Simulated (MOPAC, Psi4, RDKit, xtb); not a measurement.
Two geometries of CH6O3Si2, SMILES O=C(O)[SiH2][SiH2]O, singlet, relaxed at B3LYP-D3(BJ)/def2-SVP with one dihedral held; other torsions can differ between them too.

Structure A

```
12

O     -1.3292    -1.1540     0.7800
C     -1.5467    -0.1623     0.1067
O     -2.6839    -0.0279    -0.5951
Si    -0.1400     1.1295    -0.2497
Si     1.6884    -0.3545    -0.4317
O      1.4921    -1.4089     0.8397
H     -3.0739    -0.9165    -0.7039
H     -0.0227     1.9823     0.9684
H     -0.4998     1.9744    -1.4220
H      2.9966     0.3402    -0.2981
H      1.6361    -1.0152    -1.7727
H      0.5533    -1.5626     1.0604
```

Structure B

```
12

O      1.0370    -0.9319     0.9352
C      1.3707    -0.0488     0.1763
O      2.4653    -0.2247    -0.6098
Si     0.0922     1.3642    -0.2294
Si    -1.8580     0.0498    -0.4340
O     -1.8119    -0.9355     0.9045
H      3.0126     0.5756    -0.6143
H      0.0244     2.2426     0.9748
H      0.5561     2.1716    -1.3958
H     -3.0997     0.8669    -0.3976
H     -1.8048    -0.6905    -1.7311
H     -0.9046    -1.1729     1.1743
```

### Question
Which is lower in energy at the level DF-MP2 (frozen core)/cc-pVTZ // B3LYP-D3(BJ)/def2-SVP (Psi4), and by how much?

### Answer
A is lower, by 31.29 kJ/mol (dihedral Si4–C2–O3–H7: 150° in A, 60° in B).

E(B) − E(A) in kJ/mol at the other levels, on the same two geometries: MMFF94 // B3LYP-D3(BJ)/def2-SVP (RDKit) 45.78; B3LYP/def2-TZVP // B3LYP-D3(BJ)/def2-SVP (Psi4) 30.37; B3LYP-D3(BJ)/def2-TZVP // B3LYP-D3(BJ)/def2-SVP (Psi4) 29.97; PBE/def2-TZVP // B3LYP-D3(BJ)/def2-SVP (Psi4) 28.93; PBE-D3(BJ)/def2-TZVP // B3LYP-D3(BJ)/def2-SVP (Psi4) 28.72; HF/cc-pVTZ // B3LYP-D3(BJ)/def2-SVP (Psi4) 33.30; UFF // B3LYP-D3(BJ)/def2-SVP (RDKit) 0.03; PM3, restricted, heats of formation // B3LYP-D3(BJ)/def2-SVP (MOPAC) 28.76; PM6, restricted, heats of formation // B3LYP-D3(BJ)/def2-SVP (MOPAC) 44.06; GFN1-xTB // B3LYP-D3(BJ)/def2-SVP (xtb) 38.78.
